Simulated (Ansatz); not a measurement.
```yaml
crystal:
  periodic: [false, false, false]
  atoms:
    - {symbol: O, position_ang: [-0.166375, 0.846134, 2.039267]}
    - {symbol: Al, position_ang: [1.038192, 0.363021, 0.961908]}
    - {symbol: O, position_ang: [0.700671, -0.265941, -0.582851]}
    - {symbol: C, position_ang: [-0.419864, -0.527556, -1.294294]}
    - {symbol: F, position_ang: [-1.561057, -0.196582, -0.565842]}
    - {symbol: H, position_ang: [-1.092039, 0.776282, 1.804864]}
    - {symbol: H, position_ang: [2.546933, 0.481197, 1.353641]}
    - {symbol: H, position_ang: [-0.501961, -1.595783, -1.523734]}
    - {symbol: H, position_ang: [-0.456098, 0.072927, -2.210058]}
basis:
  gaussian: {orbitals: aug-pcseg-2}
magnetization: {spin_polarized: true, initial_magnetization: 1}
hamiltonian: {xc: {name: revPBE0}, dispersion: d4}
output: {forces: true}
```

```sh
$ ansatz run in.yaml --threads 2 --pin off --events-out ev --progress --plain --max-ram 4352MiB
```

It prints (some lines left out):

```
Error: a molecule whose nuclei and cores have a total charge of 48 cannot have a net charge of 0 together with 1 unpaired electrons
```

(1) What is wrong with this run?

Results:

(1) The number of unpaired electrons doesn't fit the electron count. The input was rejected before any iteration.
